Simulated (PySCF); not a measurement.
Below is a simulated gas-phase Ti 2p photoelectron spectrum of `[NH3]->[Ti](<-[NH3])([Cl])([Cl])([Cl])[Cl]` (trans-Ti(NH3)2Cl4).

Every computed line was given a Gaussian of 1.0 eV full width at half maximum and an area set by the number of equivalent atoms (split 2:1 within a doublet); the highest printed point is 100. Method used: delta-SCF UKS SCAN, pcX-2 on the ionised atom (unc-x2c-TZVPall on a metal), pcseg-1 elsewhere, spin-free X2C (PySCF 2.14.0).

```tsv
binding energy (eV)	intensity
462.4	0
462.6	2
462.8	7
463.0	18
463.2	39
463.4	66
463.6	91
463.8	100
464.0	88
464.2	62
464.4	35
464.6	16
464.8	6
465.0	2
465.2	0
465.4	0
465.6	0
465.8	0
466.0	0
466.2	0
466.4	0
466.6	0
466.8	0
467.0	0
467.2	0
467.4	0
467.6	0
467.8	0
468.0	0
468.2	0
468.4	2
468.6	5
468.8	13
469.0	25
469.2	39
469.4	49
469.6	49
469.8	39
470.0	25
470.2	13
470.4	5
470.6	2
470.8	0
471.0	0
```

**Question.** Count the maxima, the lines and the sites behind this envelope.

**Answer.** The curve has 2 maxima (at 463.8 and 469.5 eV). Under it lie 2 lines from 1 inequivalent titanium site, drawn as a 2p3/2, 2p1/2 pair.

**Question.** Decompose the envelope and assign each component. Bonds: Ti1–N2, Ti1–N6, Ti1–Cl10, Ti1–Cl11, Ti1–Cl12, Ti1–Cl13. Hydrogens: H3, H4, H5 on N2; H7, H8, H9 on N6.

**Answer.** 
```
position (eV)  relative area      line  atoms                      environment
       463.79           0.67  Ti 2p3/2    Ti1  titanium bonded to 4 Cl and 2 N
       469.50           0.33  Ti 2p1/2    Ti1  titanium bonded to 4 Cl and 2 N
```

No satellites, vibrations or lifetime broadening are included. The unrestricted hole states depart most from a pure doublet (⟨S²⟩ = 0.75; over 0.85 named) for Ti 2p3/2 of Ti1 (0.99), which makes this value less certain. For 2p shells one spin-free hole was relaxed; a mean-field spin–orbit operator and the ground-state splitting of the three 2p orbitals were then diagonalised within the shell. The shell's mean is (2 × 2p3/2 + 2p1/2)/3, and the degeneracies 2j + 1 give areas of 2:1. 2p1/2 minus 2p3/2 (ligand field included): Ti 5.72 eV. Satellites of the metal's 2p lines aren't described. Isolated species at its PBE0-D3(BJ)/def2-SVP geometry, gas phase. Metal 2p energies of this one-determinant scheme are less reliable than its 1s energies.
